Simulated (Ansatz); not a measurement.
H4Sn (SMILES [SnH4]) moved off its minimum; all values from Ansatz (a first-principles code), cores frozen in correlated methods. Elements past Kr take the def2 small-core potentials, without spin–orbit coupling.
(charge 0, multiplicity 1)
```xyz
5

Sn     0.0213    -0.0691     0.2355
H     -1.0688     1.0496    -0.5772
H      0.1114    -1.2157    -1.3557
H     -0.7038    -1.1068     1.3600
H      1.6783     0.7291     0.2916
```

Give the forces (eV/Å), the total energy and the dipole at CCSD(T)/def2-TZVPPD.


```tsv
atom	Fx	Fy	Fz
Sn1	0.817	-0.324	-3.244
H2	0.196	-0.072	0.706
H3	0.147	0.934	1.637
H4	0.110	0.146	0.510
H5	-1.270	-0.684	0.392
```
Energy -215.7799 hartree, dipole 1.57 D.
